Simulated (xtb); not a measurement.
TiI4, SMILES [I][Ti]([I])([I])[I], multiplicity 1. All values are semi-empirical tight-binding results from xtb (GFN2-xTB unless named), good for trends rather than for accurate numbers. Geometry: GFN2-xTB. The multiplicity is an assumed one; other spin states were not compared. The isomer is the one that the SMILES or the coordinates give; other isomers of the formula were not compared.

Optimised geometry:

Bond lengths (Å): Ti1–I2 2.643, Ti1–I3 2.643, Ti1–I4 2.643, Ti1–I5 2.643. Angles (°): I2–Ti1–I3 109.5, I2–Ti1–I4 109.5, I2–Ti1–I5 109.5, I3–Ti1–I4 109.5, I3–Ti1–I5 109.5, I4–Ti1–I5 109.5.
Charge 0, spin multiplicity 1.

For metal compounds this method's bond lengths and energies can be far off.

- point group as xtb finds it = Td
- orbital gap = 1.57 eV
- zero-point energy = 1.9 kcal/mol
- G − E(el) at 298.15 K (modified RRHO) = -22.3 kcal/mol

Computed atomic charges and the Wiberg bond orders between heavy atoms:
charges (e) Ti1 0.73, I2 -0.18, I3 -0.18, I4 -0.18, I5 -0.18. Bond orders Ti1–I2 1.21, Ti1–I3 1.21, Ti1–I4 1.21, Ti1–I5 1.21.
